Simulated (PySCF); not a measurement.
[Mn(OH)4]2-: what the settings change

The complex [Mn(OH)4]2- (charge -2) contains Mn(II), shell d5. The structure is a PBE0-D3(BJ)/def2-TZVP, IEF-PCM water geometry optimised for multiplicity 6; coordination tetrahedral, point group S4, metal–donor distances 2.06 Å.

```
9

Mn    0.0000    0.0000    0.0000
O     1.2071    1.2071    1.1531
H     0.9935    2.1268    0.9827
O    -1.2071   -1.2071    1.1531
H    -0.9935   -2.1268    0.9827
O    -1.2071    1.2071   -1.1531
H    -2.1268    0.9935   -0.9827
O     1.2071   -1.2071   -1.1531
H     2.1268   -0.9935   -0.9827
```

Method (PySCF 2.14, density fitting): CASSCF(5,5) with orbitals averaged over all microstates of the shell, strongly contracted NEVPT2 on the averaged canonical orbitals; basis x2c-TZVPall on the metal, x2c-SVPall elsewhere; spin-free X2C; IEF-PCM water; spin-orbit coupling by state interaction with the mean-field operator over all roots.

Base run: NEVPT2 ground state 6A (from 6A1), next 4A (from 4T1) at 23203, then 4E (from 4T1) at 25192 cm⁻¹, 10Dq(CASSCF) 3769, B(CASSCF) 1036, ζ 302 cm⁻¹, D 0.01 cm⁻¹, g 2.002 2.002 2.002, μeff(300 K) 5.92 μB.

(1) What happens with the basis x2c-TZVPall on all atoms?

(2) What happens with orbitals averaged over the highest spin alone?

Results:

(1) NEVPT2 ground state 6A (from 6A1), next 4A (from 4T1) at 23367, then 4E (from 4T1) at 25217 cm⁻¹, 10Dq(CASSCF) 3708, B(CASSCF) 1037, ζ 302 cm⁻¹, D 0.01 cm⁻¹, g 2.002 2.002 2.002, μeff(300 K) 5.92 μB. It took 16 s against 11 s on a shared host of the same kind.

(2) NEVPT2 ground state 6A (from 6A1), next 4A (from 4T1) at 23826, then 4E (from 4T1) at 25620 cm⁻¹, 10Dq(CASSCF) 3718, B(CASSCF) 1079, ζ 313 cm⁻¹, D 0.01 cm⁻¹, g 2.002 2.002 2.002, μeff(300 K) 5.92 μB.
